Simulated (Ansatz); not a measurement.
The same path of CH5FOSi + H2S (12 atoms, charge 0, multiplicity 1) was run twice with different band settings. Lost on the way: Si1–F2, H7–S8. Made: Si1–S8, F2–H7.

Method: RKS PBE0/def2-SVP in Ansatz 0.2.0.

Relaxed end points:

```xyz
12
Properties=species:S:1:pos:R:3
Si -0.804 -1.183 0.648
F 0.266 -1.912 -0.348
O -1.592 0.025 -0.124
C -1.105 1.290 -0.508
H -1.818 -2.192 1.022
H 0.002 -0.680 1.795
H 2.089 -0.722 -0.765
S 2.811 0.402 -0.563
H -1.694 2.077 -0.012
H -0.039 1.430 -0.258
H -1.218 1.411 -1.597
H 3.102 0.055 0.708
```

```xyz
12
Properties=species:S:1:pos:R:3
Si 0.237 -0.385 1.178
F 1.133 -1.195 -1.777
O 0.019 0.514 -0.243
C -1.222 1.109 -0.567
H -0.692 -1.551 1.105
H -0.086 0.460 2.362
H 0.740 -0.429 -1.380
S 2.283 -0.919 1.285
H -2.015 0.353 -0.706
H -1.540 1.816 0.218
H -1.104 1.668 -1.506
H 2.245 -1.442 0.032
```

Common settings: climbing image yes; spring 5.0 eV/Å²; optimiser quadratic models (default); start path through a guess of the saddle point; force threshold 0.05 eV/Å; end points relaxed.

| run | movable images | iteration limit |
| --- | --- | --- |
| 1 | 7 | 36 |
| 2 | 1 | 60 |

Q: What does each run give, and how far can it be trusted?

A: Run 1: converged after 29 iterations, highest image 1.687 eV above the first end. Neighbouring images differ by up to 1.4 eV, so the band resolves the path poorly. A vibrational analysis at the climbing image gives one clearly imaginary mode, 707i cm⁻¹: a first-order saddle point.
Run 2: converged after 15 iterations, highest image 1.687 eV above the first end. Neighbouring images differ by up to 1.7 eV, so the band resolves the path poorly. Another band between the same ends (7 images) ends at a top of the same energy, where a vibrational analysis finds 1 clearly imaginary mode. So few images can step over the top or miss a turn of the path.
The orbitals stay closed-shell, which can raise the energy where a bond breaks towards radicals; this wasn't checked here.
